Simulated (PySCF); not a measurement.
A TDDFT job was run through a driver script with this input:

```
{"job": {"kind": "uv", "xc": "CAM-B3LYP", "basis": "def2-SVPD", "nstates": 8, "ntriplets": 3}, "charge": 0, "multiplicity": 1}
C      0.241048     2.211097    -1.337834
B      0.384532     0.808202    -0.606503
N      1.591329     0.079144    -0.615474
Al     1.998788    -1.515628     0.149297
C     -0.860667     0.176909     0.188878
C     -0.424925    -0.915837     1.159112
C     -1.879306    -0.406456    -0.800290
H      0.961862     2.355801    -2.140494
H      0.402749     3.015802    -0.620772
H     -0.752426     2.366112    -1.751598
H      2.322643     0.532264    -1.158633
H      2.756641    -1.563878     1.494484
H      1.919861    -2.809475    -0.698251
H     -1.376317     0.953344     0.766345
H      0.335850    -0.544971     1.853329
H     -1.262397    -1.312914     1.732735
H      0.022031    -1.756658     0.596386
H     -1.407463    -1.183018    -1.400517
H     -2.726545    -0.844396    -0.273834
H     -2.252435     0.365234    -1.468485
```

Its output, with some lines taken out ([cut]):

```
coarse grid: 16176 points
cycle   1  E = -481.8234915909  dE =  5.925e-01  |g| = 5.444e-01  |ddm| = 7.757e+00
cycle   2  E = -481.8256979303  dE = -2.206e-03  |g| = 5.709e-01  |ddm| = 1.851e+00
cycle   3  E = -481.8995356395  dE = -7.384e-02  |g| = 6.943e-02  |ddm| = 8.370e-01
cycle   4  E = -481.9004475130  dE = -9.119e-04  |g| = 3.600e-02  |ddm| = 1.683e-01
cycle   5  E = -481.9007700907  dE = -3.226e-04  |g| = 3.591e-03  |ddm| = 6.580e-02
cycle   6  E = -481.9007740192  dE = -3.929e-06  |g| = 1.307e-03  |ddm| = 1.458e-02
final grid: 148760 points
cycle   7  E = -481.9790040622  dE = -4.755e-05  |g| = 4.638e-03  |ddm| = 1.258e-01
cycle   8  E = -481.9790047177  dE = -6.555e-07  |g| = 4.467e-03  |ddm| = 1.894e-02
cycle   9  E = -481.9790094841  dE = -4.766e-06  |g| = 4.005e-04  |ddm| = 6.743e-03
cycle  10  E = -481.9790095093  dE = -2.521e-08  |g| = 2.438e-04  |ddm| = 9.900e-04
cycle  11  E = -481.9790095230  dE = -1.365e-08  |g| = 3.497e-05  |ddm| = 4.271e-04
cycle  12  E = -481.9790095233  dE = -3.228e-10  |g| = 9.945e-06  |ddm| = 1.010e-04
converged SCF energy = -481.9790095233

[cut]

Singlet excitations
state   eV       nm        f      main configurations
[cut]
  2   6.8596    180.7   0.00451   H->L+1 0.65, H-2->L 0.13
[cut]
  4   7.0562    175.7   0.00582   H-2->L 0.75, H->L+1 0.09
  5   7.1553    173.3   0.00406   H-1->L+3 0.54, H-1->L 0.12, H-1->L+7 0.11
[cut]
  7   7.5986    163.2   0.07881   H->L+2 0.59, H->L+3 0.10
  8   7.6722    161.6   0.17210   H->L+3 0.55, H->L+7 0.12, H->L+2 0.09

Triplet excitations (Tamm-Dancoff, eV): 5.3969 6.3361 6.5950
```

Computed with TDDFT CAM-B3LYP/def2-SVPD, vertical, gas phase, core orbitals frozen in the response (PySCF). Isolated species at its GFN2-xTB geometry (one conformer only). The groups on Al4 and N3 stand twisted against each other at this level; a DFT optimisation may well turn them into one plane, so the geometry is suspect.

Task: What stood in the cut lines?

Result: 
```
Static polarisability (au): isotropic 95.513, principal 83.179 94.812 108.547
  1   5.7512    215.6   0.00036   H->L 0.92
  3   6.9861    177.5   0.03061   H-1->L 0.71
  6   7.4401    166.6   0.01650   H-1->L+1 0.78
```

Task: What is the total energy of state 7 at this geometry?

Result: -481.97901 + 0.27924 = -481.69977 hartree.

Task: What is the polarisability anisotropy, √(½[(α1 − α2)² + (α2 − α3)² + (α3 − α1)²])?

Result: 21.99 au.

Task: How much of the mean polarisability do the listed states account for?

Result: The sum over states Σ f/ΔE² (ΔE in hartree) gives 4.09 au, 4% of the total; the rest comes from higher roots of the same response equations.

Task: Write the structure that the coordinates describe.

Result: `CB([NH][AlH2])C(C)C` (C4H13AlBN), point group C1.

The SCF starts on a coarse grid; the energy jumps when the final grid takes over, and dE counts afresh there. H and L stand for HOMO and LUMO.
